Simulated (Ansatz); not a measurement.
Reaction (redistribution): `C[O][Zr]([Cl])([NH]C(C)C)[O]C` + `[NH2][AlH][Cl]` → `C[O][Zr]([NH2])([Cl])[O]C` + `CC(C)[NH][AlH][Cl]`

Calculated with Ansatz (gas phase, PBE0-D4/def2-TZVP geometries, no zero-point term in ΔE). CBS: MP2 limit from def2 TZ/QZ plus the TZ coupled-cluster correction, frozen cores. DFT in def2-TZVPP. B3LYP here is the variant with VWN-RPA as its local correlation; programs differ in this. Elements past krypton have def2 core potentials. For Zr outer-core shells are correlated without core-valence functions, which leaves a few kJ/mol of doubt a bond. Each species was taken in one conformer, which may not be the lowest.

`C[O][Zr]([Cl])([NH]C(C)C)[O]C`:

```xyz
24

C     1.957    0.175   -2.358
O     1.335   -0.490   -1.311
Zr    0.353   -1.282    0.129
Cl   -0.806   -3.204   -0.716
N    -0.976    0.040    0.910
C    -1.971    0.883    0.271
C    -1.718    2.357    0.553
C    -1.993    0.607   -1.223
O     1.466   -1.763    1.602
C     2.498   -2.174    2.439
H     2.965    0.492   -2.071
H     2.036   -0.479   -3.232
H     1.386    1.066   -2.646
H    -0.962    0.189    1.913
H    -2.964    0.626    0.670
H    -2.495    2.983    0.106
H    -1.705    2.554    1.628
H    -0.750    2.659    0.143
H    -2.767    1.197   -1.717
H    -1.033    0.872   -1.678
H    -2.199   -0.448   -1.428
H     2.443   -3.254    2.610
H     3.474   -1.940    2.000
H     2.424   -1.667    3.406
```

`[NH2][AlH][Cl]`:

```xyz
6

N     0.605    0.669   -0.409
Al   -0.367   -0.527    0.432
Cl   -2.162   -1.129   -0.473
H     1.481    1.030   -0.069
H     0.367    1.089   -1.293
H     0.075   -1.133    1.812
```

`C[O][Zr]([NH2])([Cl])[O]C`:

Cartesian coordinates in Å:
```
C 0.341 -0.856 -2.740
O 0.367 -0.084 -1.585
Zr 0.167 0.890 0.043
N 2.030 1.214 0.783
Cl -0.926 2.963 -0.444
O -0.830 -0.013 1.397
C -1.654 -0.731 2.254
H -0.090 -0.285 -3.569
H -0.260 -1.759 -2.592
H 1.356 -1.158 -3.018
H 2.265 1.324 1.759
H 2.877 1.279 0.235
H -2.451 -0.089 2.642
H -1.077 -1.117 3.101
H -2.113 -1.578 1.734
```

`CC(C)[NH][AlH][Cl]`:

Cartesian coordinates in Å:
```
C 1.227 0.960 0.722
C 0.027 0.063 0.452
C -1.267 0.727 0.901
N -0.036 -0.329 -0.947
Al 0.063 -1.952 -1.612
Cl -0.066 -2.157 -3.699
H 1.145 1.888 0.147
H 1.293 1.227 1.780
H 2.155 0.465 0.430
H 0.155 -0.857 1.037
H -2.120 0.066 0.737
H -1.439 1.647 0.332
H -1.230 0.992 1.961
H -0.152 0.470 -1.556
H 0.243 -3.208 -0.685
```

```tsv
level	ΔE (eV)
B2PLYP	0.05
B3LYP	-0.01
MP2/def2-QZVPP	0.15
SCS-MP2/def2-QZVPP	0.11
```

Question: What does CCSD(T)/CBS give? (An estimate is asked.)

Answer: Ansatz gave: +0.12 eV. The listed levels differ from it by -0.07, -0.13, 0.03, -0.01 eV.

Largest T1 diagnostic among the species: 0.016.

The D4 term adds +0.09 eV with B3LYP and +0.06 eV with PBE0; it sums over pairs of atoms, weighted by their polarisabilities, and B3LYP, whose exchange is more repulsive, gets the larger term. In def2-TZVPP, CCSD(T) changes the Hartree–Fock value by +0.17 eV (the triples alone add +0.03 eV) and MP2 by +0.19 eV.
